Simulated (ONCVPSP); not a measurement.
tungsten (W), ONCV: configuration errors across variants

```json
{
  "Element": "tungsten (W)",
  "Generator": "ONCVPSP 4.0.1",
  "Type": "optimised norm-conserving Vanderbilt (ONCV)",
  "Functional": "PBE",
  "Relativity": "scalar-relativistic",
  "Frozen core": "[Kr] 4d10",
  "Valence charge": "28",
  "Reference configuration": "4f14 5s2 5p6 5d4 6s2",
  "Partial waves": "5s+6s: rc 2.00 bohr, ncon 4, nbas 9, qcut 4.7 1/bohr, 2 projectors; 5p: rc 1.80 bohr, ncon 4, nbas 9, qcut 6.5 1/bohr, 2 projectors, debl 2.4 Ha; 5d: rc 1.70 bohr, ncon 5, nbas 9, qcut 5.4 1/bohr, 2 projectors, debl 3.7 Ha; 4f: rc 0.65 bohr, ncon 3, nbas 8, qcut 29.4 1/bohr, 2 projectors, debl 2.6 Ha",
  "Local potential": "polynomial inside 0.40 bohr (lpopt 5, dvloc0 6 Ha)",
  "Core correction": "none"
}
```

All-electron excitation energies from the reference (eV): (1) 4f14 5s2 5p6 5d4 6s1 8.883; (2) 4f14 5s2 5p6 5d4 6s0 24.563; (3) 4f14 5s2 5p6 5d3 6s0 49.946; (4) 4f14 5s2 5p5 5d4 6s2 48.942.

1 further variants failed, have other tests or too few solved ones, and are left out.

A true bound ghost makes a file unfit for plane-wave use even where its test errors are small: the radial tests pick states by their node count and pass the ghost by.

Errors AE − PS in meV (a dash: test not solved or not reliable):

| change | (1) | (2) | (3) | (4) | bound ghosts | GHOST(+) flags above zero |
| --- | --- | --- | --- | --- | --- | --- |
| base | -5.4 | -20 | -15 | -93 | s, p, d | p |
| s: qcut 3.1; p: qcut 4.3; d: qcut 3.6; f: qcut 19.6 | -5.7 | -22 | -17 | -79 | s, p, d | p |
| s: qcut 3.8; p: qcut 5.2; d: qcut 4.3; f: qcut 23.6 | -5.6 | -21 | -15 | -96 | s, p, d | none |
| s: qcut 4.2; p: qcut 5.8; d: qcut 4.8; f: qcut 26.2 | -5.6 | -21 | -15 | -97 | s, p, d | none |
| s: qcut 5.5; p: qcut 7.5; d: qcut 6.3; f: qcut 34.1 | -5.2 | -19 | -14 | -84 | s, p, d | p |
| s: qcut 6.7; p: qcut 9.2; d: qcut 7.7; f: qcut 41.8 | -4.8 | -16 | -13 | -74 | s, p, d | f |

Question: Give the same row for: s: qcut 4.9; p: qcut 6.8; d: qcut 5.6; f: qcut 30.6.

Answer: -5.4, -20, -14, -90; bound ghosts: s, p, d; GHOST(+) flags above zero: p.
